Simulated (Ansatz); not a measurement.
One change: `CN[SiH2]C=O` becomes `O=C[SiH2][CH2][InH2]`.

Ansatz, PBE0-D4/def2-TZVP geometries, multiplicity 1. Each molecule was computed in one conformer, which needn't be the lowest.

Elements past krypton have def2 core potentials.

```tsv
property	`CN[SiH2]C=O`
LUMO energy (PBE0/def2-TZVPP) / eV	-1.34
LUMO energy (B3LYP/def2-TZVPP) / eV	-1.60
HOMO energy (PBE/def2-TZVPP) / eV	-5.10
HOMO energy (ωB97M-V/def2-TZVPP) / eV	-8.80
HOMO–LUMO gap (ωB97M-V/def2-TZVPP) / eV	9.75
LUMO energy (PBE/def2-TZVPP) / eV	-2.50
```

(1) Give the same properties after the change, and the shifts. (Best estimate.)

Answers

(1) Computed: 
```
                               property  `O=C[SiH2][CH2][InH2]`  shift
     LUMO energy (PBE0/def2-TZVPP) / eV                   -1.87  -0.53
    LUMO energy (B3LYP/def2-TZVPP) / eV                   -2.15  -0.55
      HOMO energy (PBE/def2-TZVPP) / eV                   -5.45  -0.35
  HOMO energy (ωB97M-V/def2-TZVPP) / eV                   -9.07  -0.27
HOMO–LUMO gap (ωB97M-V/def2-TZVPP) / eV                    8.66  -1.09
      LUMO energy (PBE/def2-TZVPP) / eV                   -2.63  -0.13
```

With PBE0 the HOMO falls by 0.32 eV and the LUMO falls by 0.53 eV, so the gap narrows by about 0.21 eV. PBE moves the HOMO by -0.35 eV and ωB97M-V by -0.27 eV.

B3LYP here is the variant with VWN-RPA as its local correlation; programs differ in this.
